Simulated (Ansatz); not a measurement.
Consider the formal exchange of groups at a Ge–C bond: `[CH3][Ge]([F])([F])[F]` + `CC(C)(C)CS` → `C[C](C)(C)[Ge]([F])([F])[F]` + `CCS`.

Calculated with Ansatz (gas phase, PBE0-D4/def2-TZVP geometries, no zero-point term in ΔE). CBS: MP2 limit from def2 TZ/QZ plus the TZ coupled-cluster correction, frozen cores. DFT in def2-TZVPP. For Ge outer-core shells are correlated without core-valence functions, which leaves a few kJ/mol of doubt a bond. Scalar relativity is left out up to krypton. One conformer a species, not always the lowest.

```tsv
level	ΔE (eV)
revPBE-D4	0.14
BHLYP	0.16
CCSD(T)/def2-SVP	0.18
SCS-MP2/def2-QZVPP	0.19
```

(1) What does CCSD(T)/CBS give? (An estimate is asked.)

Largest T1 diagnostic among the species: 0.012.

## Answers

(1) Computed: +0.17 eV. The listed levels differ from it by -0.03, -0.01, 0.01, 0.02 eV.

Leaving LDA and LC-ωPBE aside and taking each functional with its dispersion term where it has one, the values, not all of them listed here, spread over 0.12 eV, from BLYP-D4 to B97M-V. LDA lies +0.09 eV from PBE without D4. From BLYP to BHLYP (50 % exact exchange), in def2-TZVPP and without D4, ΔE moves by +0.09 eV.
